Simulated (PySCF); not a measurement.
## A failing input for GaSe⁻

```python
from pyscf import gto, scf

mol = gto.M(
    atom='Ga 0 0 0; Se 0 0 2.42',
    basis='sbkjc',
    ecp={'Ga': 'sbkjc', 'Se': 'sbkjc'},
    charge=-1,
    spin=0,
    verbose=4,
)
mf = scf.UHF(mol)
mf.max_cycle = 1
mf.kernel()
mf.mulliken_pop()
mf.dip_moment()
print('orbital energies (hartree):', [e[max(0, n-3):n+3].round(4) for e, n in zip(mf.mo_energy, mol.nelec)])
```

```bash
$ OMP_NUM_THREADS=1 python input.py
```

The log, shortened:

```
[earlier lines left out]
SCF conv_tol = 1e-09
SCF max_cycles = 1
number electrons alpha = 14  beta = 14
init E= -256.852687396792

cycle= 1 E= -227.76788671012  delta_E= 29.1  |g|= 10.8  |ddm|= 15.2
SCF not converged.
SCF energy = -227.76788671012 after 1 cycles  <S^2> = 0.99896563  2S+1 = 2.2351426
 ** Mulliken pop       alpha | beta **
pop of  0 Ga 3s        0.70857 | 0.70857
pop of  0 Ga 4s        0.99889 | 0.99889
pop of  0 Ga 5s        0.15859 | 0.15859
pop of  0 Ga 6s        0.24606 | 0.24606
pop of  0 Ga 3px       0.68946 | 0.68943
pop of  0 Ga 3py       0.68943 | 0.68946
pop of  0 Ga 3pz       0.68857 | 0.68857
pop of  0 Ga 4px       0.88918 | 0.89082
pop of  0 Ga 4py       0.89090 | 0.88925
pop of  0 Ga 4pz       1.12986 | 1.12986
pop of  0 Ga 5px       0.13187 | 0.12984
pop of  0 Ga 5py       0.12975 | 0.13178
[27 lines left out]
In total            14.00000 | 14.00000
 ** Mulliken atomic charges   ( Nelec_alpha | Nelec_beta ) **
charge of  0Ga =      1.38868  (     9.80566      9.80566 )
charge of  1Se =     -2.38868  (     4.19434      4.19434 )

WARN: System has nonzero charge -1; the dipole moment is origin-dependent.
Location of origin: [0. 0. 0.]

Dipole moment(X, Y, Z, Debye): -0.00000, -0.00000, -39.30342
orbital energies (hartree): [array([0.1006, 0.2906, 0.3076, 0.3076, 0.3078, 0.3078]), array([0.1006, 0.2906, 0.3076, 0.3076, 0.3078, 0.3078])]
```

Question: Which setting is at fault, why, and what does a mended input give?

Answer: The cycle limit (1): the limit is below the number of cycles that the SCF needs. With this edit
```diff
- mf.max_cycle = 1
```
the run finishes: E(SCF) = -266.382369 Eh, 13 cycles.

The basis has no diffuse functions, which an anion needs. The bond length is a typed value, not an optimised one. The dipole of an ion depends on the origin. No search for the lowest solution was made.
